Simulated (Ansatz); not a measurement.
All values below come from frozen-core CCSD(T)/cc-pVTZ // PBE0-D3(BJ)/def2-SVP (Ansatz, a quantum-chemistry and plane-wave program).

Ansatz 0.2 input:
```yaml
crystal:
  periodic: [false, false, false]
  atoms:
    - { symbol: C, position_ang: [-1.169774, 0.266858, 0.020978] }
    - { symbol: C, position_ang: [-0.662539, -1.058025, -0.087584] }
    - { symbol: C, position_ang: [0.747767, -0.93687, 0.056165] }
    - { symbol: C, position_ang: [1.134583, 0.496494, -0.046804] }
    - { symbol: C, position_ang: [-0.044528, 1.236681, -0.068006] }
    - { symbol: H, position_ang: [-2.225068, 0.541084, 0.200938] }
    - { symbol: H, position_ang: [-1.245552, -1.988429, -0.144857] }
    - { symbol: H, position_ang: [1.44832, -1.764878, 0.267901] }
    - { symbol: H, position_ang: [2.16769, 0.875841, -0.07796] }
    - { symbol: H, position_ang: [-0.150897, 2.331247, -0.120772] }
basis:
  gaussian: { orbitals: cc-pVTZ }
correlation:
  method: ccsd_t
total_charge: 2
magnetization:
  spin_polarized: true
  initial_magnetization: 1
```

Output:

```
Functional definition: HF
1268 factors; integrals over basis functions are off by at most 1.0e-3 eV
mean field evaluation 1: about -5204.9165 eV, gradient 3.0e1 eV
mean field evaluation 2: about -5204.9195 eV, gradient 3.0e1 eV
mean field evaluation 4: about -5209.7415 eV, gradient 2.6e0 eV
mean field evaluation 8: about -5209.8220 eV, gradient 1.5e-1 eV
mean field evaluation 16: about -5209.8226 eV, gradient 4.5e-3 eV
mean field evaluation 32: about -5209.8293 eV, gradient 2.4e-1 eV
mean field evaluation 64: about -5209.8226 eV, gradient 6.0e-5 eV
mean field evaluation 96: about -5208.6966 eV, gradient 7.3e0 eV
mean field evaluation 128: about -5206.7873 eV, gradient 6.8e0 eV
mean field evaluation 160: about -5208.9507 eV, gradient 2.2e-1 eV
mean field evaluation 192: about -5208.9498 eV, gradient 6.0e-3 eV
mean field evaluation 224: about -5209.8226 eV, gradient 2.5e-6 eV
mean field -5209.83134187 eV, -191.4577704631 hartree, gradient 2.5e-6 eV, S^2 0.902128; 9 other end points of the search recorded, 0 dependent functions left out
determinant -5209.83134187 eV, -191.4577704631 hartree, with singles and doubles -5229.80937279 eV, -192.1919495578 hartree
determinant -5209.83132393 eV, -191.4577698037 hartree, with singles and doubles -5229.80960785 eV, -192.1919581962 hartree
determinant -5209.36391022 eV, -191.4405926668 hartree, with singles and doubles -5229.00690318 eV, -192.1624593436 hartree
determinant -5209.25145036 eV, -191.4364598432 hartree, with singles and doubles -5229.26461836 eV, -192.1719302018 hartree
determinant -5208.94982088 eV, -191.4253751643 hartree, with singles and doubles -5229.10462307 eV, -192.1660504834 hartree
determinant -5209.83134187 eV, -191.4577704631 hartree, with singles and doubles -5229.55018285 eV, -192.1824245032 hartree
determinant -5209.83132393 eV, -191.4577698037 hartree, with singles and doubles -5229.55018290 eV, -192.1824245050 hartree
determinant -5209.25145036 eV, -191.4364598432 hartree, with singles and doubles -5229.46882736 eV, -192.1794347441 hartree
5 core orbitals not correlated
reference -5209.83132393 eV, -191.4577698037 hartree; 12, 11 occupied and 203, 204 virtual orbitals, 1268 factors
second order -18.40546336 eV of doubles, -0.00000000 eV of singles
cycle   1  -19.71886338 eV  change   -4.4e-6 eV  update   4.4e-6
perturbative correction -1.01525916 eV, -0.0373100859 hartree
Total energy: -5230.56544647 eV, -192.2197347530 hartree
```

Cost: very roughly 40 core-minutes.
